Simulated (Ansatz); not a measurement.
`S[SiH2][SnH2][SH]` → `[SH][SnH3]` + `[SiH]S` at 700 K and 1 bar (silylene formation by 1,1-elimination).

Gas-phase electronic energies from Ansatz, PBE0-D4/def2-TZVP geometries. CCSD(T)/CBS adds triple-zeta CCSD(T) − MP2 to the extrapolated MP2 energy (def2 sets, frozen cores). This one scheme is used for every species. def2 core potentials past Kr. For Sn outer-core shells are correlated without core-valence functions, which leaves a few kJ/mol of doubt a bond. Each species was taken in one conformer, which may not be the lowest.

| species | CCSD(T)/CBS energy (Eh) | H − E (kJ/mol) | S (J/(mol·K)) |
| --- | --- | --- | --- |
| `S[SiH2][SnH2][SH]` | -1302.31121 | 221.4 | 534.6 |
| `[SH][SnH3]` | -614.20548 | 127.7 | 376.2 |
| `[SiH]S` | -688.02937 | 79.2 | 304.9 |

H − E and S are ideal-gas, rigid-rotor, harmonic terms from PBE0-D4/def2-TZVP, for one conformer and one mirror image of each species. 1 Eh = 2625.50 kJ/mol, R = 8.31446 J/(mol·K).

Question: By hand: ΔE, ΔH, ΔS and ΔG.

Answer: ΔE = (-614.20548) + (-688.02937) − (-1302.31121) = 0.07636 Eh = 200.5 kJ/mol. Δ(H − E) = 127.7 + 79.2 − 221.4 = -14.5, so ΔH = 186.0 kJ/mol. ΔS = 376.2 + 304.9 − 534.6 = 146.5 J/(mol·K). ΔG = 186.0 − 700 × (146.5)/1000 = 83.5 kJ/mol.

Question: By hand: the equilibrium constant, and the temperature at which ΔG would vanish if ΔH and ΔS stayed fixed.

Answer: log₁₀ K = −ΔG/(RT ln 10) = -6.2. ΔG = 0 at ΔH/ΔS = 1270 K.

The number of gas molecules changes by +1, which sets the sign of ΔS. A doubt of 5 kJ/mol in ΔE shifts log₁₀ K by 0.4 here. Other conformers and mirror images would add mixing entropy, several J/(mol·K) or more a flexible species. Modes under 60 cm⁻¹, often nearly free rotors, make the harmonic entropy too high. These are equilibria of isolated gas molecules and say nothing of rates. Largest T1 diagnostic: 0.016 (customary marks: 0.02 for closed shells, 0.045 for open ones).
